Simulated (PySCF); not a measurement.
# Distorted geometries of Bi(CH3)I2

Bi(CH3)I2 (singlet). PySCF 2.14.0, RKS PBE, Bi def2-SVP with ECP60, C def2-SVP, H def2-SVP, I def2-SVP with ECP28; non-relativistic Hamiltonian with scalar-relativistic core potentials where named; density fitting; no spin-orbit coupling. Relaxed geometry:

```xyz
7

Bi    0.6490    0.0000    0.8827
C     2.6589    0.0000   -0.2319
H     2.4492    0.0000   -1.3169
H     3.2172    0.9121    0.0543
H     3.2172   -0.9121    0.0543
I    -0.3749    2.2405   -0.5659
I    -0.3749   -2.2405   -0.5659
```

Q: Order these distorted geometries by energy above the relaxed one, lowest first.
A.
```xyz
7

Bi    0.5486    0.0267    0.9420
C     2.6430    0.0637   -0.2671
H     2.5079   -0.0638   -1.4311
H     3.2112    0.9113    0.0736
H     3.2346   -0.8587    0.0697
I    -0.3681    2.2195   -0.5858
I    -0.3354   -2.2986   -0.4908
```
B.
```xyz
7

Bi    0.6100   -0.0676    0.8673
C     2.6503    0.0325   -0.2595
H     2.5580    0.0590   -1.3209
H     3.2099    0.9232    0.0481
H     3.1342   -0.8431    0.1460
I    -0.3810    2.2543   -0.6775
I    -0.3396   -2.3584   -0.4929
```
C.
```xyz
7

Bi    0.6248   -0.0319    0.8645
C     2.4865    0.0335   -0.1715
H     2.4064    0.0065   -1.2553
H     3.2792    0.8847    0.0636
H     3.2901   -0.8708    0.0681
I    -0.3487    2.1841   -0.6343
I    -0.2966   -2.2060   -0.6246
```

A: B (0.15 eV), A (0.27 eV), C (0.64 eV).

Q: Which forces (eV/Å) act in the one that lies 0.64 eV up?

A: 
```
Bi  -1.38  0.36  1.32
C    6.16 -0.69  0.23
H   -0.34  0.05 -0.69
H   -1.86 -0.75 -0.19
H   -2.21  1.37 -0.32
I   -0.13  0.15 -0.05
I   -0.24 -0.48 -0.30
```
Forces carry noise of the integration grid, about 0.01 to 0.03 eV/Å.
